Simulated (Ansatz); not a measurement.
Reaction (SMILES): C[N](C)[GeH3] [N-germyl-N-methylmethanamine] + H+ -> C[NH+](C)[GeH3]
Geometries: B3LYP-D3(BJ)/def2-TZVP minima from Ansatz (a program for electronic structure).

Property: proton affinity (electronic energy difference), positive where the reaction releases energy, in eV. Correlated levels leave the core frozen unless marked. No spin-orbit coupling. The frozen core is the preceding noble-gas configuration, with the filled d and f shells of earlier blocks. No relativistic terms. CBS(X,Y): correlation extrapolated as X^-3; Hartree-Fock from the larger set.

CCSD(T)/CBS(cc-pVTZ,cc-pVQZ) (Ansatz) gives 10.27 eV.

Another calculation gave 10.24 eV. Which level was it?
A. wB97M-V/def2-TZVPD (Ansatz)
B. revPBE/def2-TZVPD (Ansatz)
C. SVWN5/def2-TZVPD (Ansatz)

B, revPBE/def2-TZVPD (Ansatz). The others give 9.84 (SVWN5), 10.13 (wB97M-V) eV.
